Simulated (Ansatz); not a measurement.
Single points on the cluster OsO₂⁻.

```yaml
crystal:
  periodic: [false, false, false]
  atoms:
    - {symbol: Os, position_ang: [0.111807, 0.016029, 0.264648]}
    - {symbol: O, position_ang: [-1.255666, 1.055165, 0.310154]}
    - {symbol: O, position_ang: [1.143850, -1.071193, -0.574812]}
basis:
  gaussian: {orbitals: def2-TZVPD, initial_orbitals: start.molden}
total_charge: -1
magnetization: {spin_polarized: true, initial_magnetization: 1}
correlation: {method: mp2}
scf: {omitted_lower_state_checks: [starts]}
output: {orbitals: {seedname: orbitals}}
```

The file start.molden holds the orbitals of an earlier run on this structure, at another level or in another basis.

```sh
$ ansatz run in.yaml --threads 4 --pin off --events-out ev --progress --plain --max-ram 3916MiB
```

It prints (some lines left out):

```
Functional definition: HF
885 factors; integrals over basis functions are off by at most 9.3e-4 eV
mean field evaluation 1: about -6520.1015 eV, gradient 1.7e1 eV
mean field evaluation 2: about -6521.0711 eV, gradient 1.1e0 eV
mean field evaluation 4: about -6521.1299 eV, gradient 1.6e-1 eV
mean field evaluation 8: about -6521.1306 eV, gradient 5.1e-5 eV
mean field -6521.13063363 eV, -239.6471306049 hartree, gradient 2.3e-6 eV, S^2 0.788163; 0 other end points of the search recorded, 0 dependent functions left out
2 core orbitals not correlated: weight in the atoms' cores, before any rotation towards them, 1.000 or more for the frozen orbitals, at most 0.000 for the correlated occupied ones
reference -6521.13063363 eV, -239.6471306049 hartree; 15, 14 occupied and 106, 107 virtual orbitals, 885 factors
second order -26.49744833 eV of doubles, -0.00000000 eV of singles
Total energy: -6547.62808196 eV, -240.6208938702 hartree
Checks for a lower state left out: starts
```

Hardware: 4 threads of Arm Neoverse V2 on a shared host. Wall time 1.3 s.

First input, but with `gaussian: {orbitals: def2-SVPD, initial_orbitals: start.molden}`, `hamiltonian: {xc: pbe0, dispersion: d4}` and without the key `correlation` (abridged; 2.4 s):

```
Functional definition: PBE0
mean field -6555.23331321 eV, -240.9003809638 hartree, gradient 3.1e-6 eV, S^2 0.756211
Total energy: -6555.28542922 eV, -240.9022961917 hartree
Checks for a lower state left out: starts
```

As the first input, with `hamiltonian: {xc: pbe0, dispersion: d4}` and without the key `correlation`, `scf` (abridged; 6 s):

```
Functional definition: PBE0
mean field evaluation 16: about -6560.2316 eV, gradient 5.9e0 eV
mean field evaluation 32: about -6560.4174 eV, gradient 5.1e-4 eV
mean field -6560.41736138 eV, -241.0908912200 hartree, gradient 4.4e-6 eV, S^2 0.756369; 5 other end points of the search recorded, 0 dependent functions left out
Total energy: -6560.46948452 eV, -241.0928067103 hartree
```

First input, but with `hamiltonian: {xc: r2scan, dispersion: d4}` and without the key `correlation` (abridged; 7 s):

```
Functional definition: r2SCAN
mean field -6564.74607375 eV, -241.2499684656 hartree, gradient 7.8e-6 eV, S^2 0.758777
Total energy: -6564.75919061 eV, -241.2504505013 hartree
Checks for a lower state left out: starts
```

First input, but with `gaussian: {orbitals: def2-SVPD, initial_orbitals: start.molden}`, `hamiltonian: {xc: pbe, dispersion: d4}` and without the key `correlation` (abridged; 1.9 s):

```
Functional definition: PBE
mean field evaluation 16: about -6557.8719 eV, gradient 5.6e-6 eV
mean field -6557.87193534 eV, -240.9973485385 hartree, gradient 5.6e-6 eV, S^2 0.754190
Total energy: -6557.93398660 eV, -240.9996288804 hartree
Checks for a lower state left out: starts
```

The first input with `hamiltonian: {xc: hse06, dispersion: d4}` and without the key `correlation` (abridged; 4.1 s):

```
Functional definition: HSE06
mean field -6560.23855085 eV, -241.0843200544 hartree, gradient 7.8e-6 eV, S^2 0.756461
Total energy: -6560.28785187 eV, -241.0861318333 hartree
Checks for a lower state left out: starts
```

First input, but with `hamiltonian: {xc: pbe}`, `correlation: {method: rpa}` and without the key `output` (abridged; 3 s):

```
Functional definition: PBE
mean field -6562.99524464 eV, -241.1856266825 hartree, gradient 2.6e-6 eV, S^2 0.754334
2 core orbitals not correlated: weight in the atoms' cores, before any rotation towards them, 1.000 or more for the frozen orbitals, at most 0.000 for the correlated occupied ones
Total energy: -6555.67783613 eV, -240.9167168797 hartree
Checks for a lower state left out: starts
```

Geometry: PBE0-D4/def2-TZVPD.

In the def2 sets Os takes a core potential; there is no spin–orbit coupling. HSE06 is defined as in plane-wave codes, on full-range PBE exchange. Correlated methods freeze 2 core orbitals; core or outer-core shells of Os are correlated, in sets that lack core-valence functions. At r2SCAN-D4/def2-TZVPD, PBE-D4/def2-SVPD the highest occupied level of the charge -1 doublet lies above zero (up to 0.31 eV). By energy differences its removal costs 2.78 eV (vertical, to the charge 0 triplet, at PBE0-D4/def2-TZVPD). The structure comes from a short search, and lower isomers may exist.
